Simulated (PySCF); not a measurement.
Molecule: `o1c(C#CC)ccc1`, C7H6O.

Bonds (- single, = double, # triple, : aromatic): C1-C2, C2#C3, C3-C4, C4:C5, C5:C6, C6:C7, C7:O8, O8:C4. C1 carries H9, H10, H11; C5 carries H12; C6 carries H13; C7 carries H14.

Frames of a GFN2-xTB Langevin trajectory at 600 K; GIAO PBE0/pcSseg-1 shieldings in PySCF, gas phase, non-relativistic; equivalent atoms averaged within each frame.

References, each an isolated molecule treated in the same way: ¹³C (σ = 186.93 ppm), ¹H (σ = 31.72 ppm) vs TMS; H2O for ¹⁷O (σ = 336.08 ppm). The references are static minima.

**Question.** How do the shifts (ppm) fluctuate along the trajectory?

**Answer.** 
```
         time (fs)     C4     C7     C5     C6     C2    C3    C1     O8   H13   H14
optimised geometry  143.3  147.2  123.7  117.7  100.0  77.3   5.8  314.0  6.62  7.40
               250  146.4  140.7  133.0  120.6   99.7  77.0   2.6  298.9  7.68  6.95
               425  155.7  155.9  134.3  118.3  102.6  79.8   8.0  330.6  6.89  7.19
               625  134.9  150.5  122.5  120.7  107.0  85.9  10.2  289.9  6.74  8.44
               800  152.7  136.5  132.4  120.0  112.7  77.2   8.1  313.7  6.60  7.33
              1000  153.9  144.2  128.8  110.6  111.9  79.0  12.6  349.0  5.97  7.70
    mean of frames  148.7  145.5  130.2  118.0  106.8  79.8   8.3  316.4  6.78  7.52
standard deviation    8.5    7.7    4.8    4.3    5.7   3.6   3.7   23.9  0.62  0.58
```

5 frames give an uncertainty of the mean of about the standard deviation over 2.2 at best, since frames this close in time may not be independent; classical motion lacks zero-point vibration, and the reference would need the same averaging.
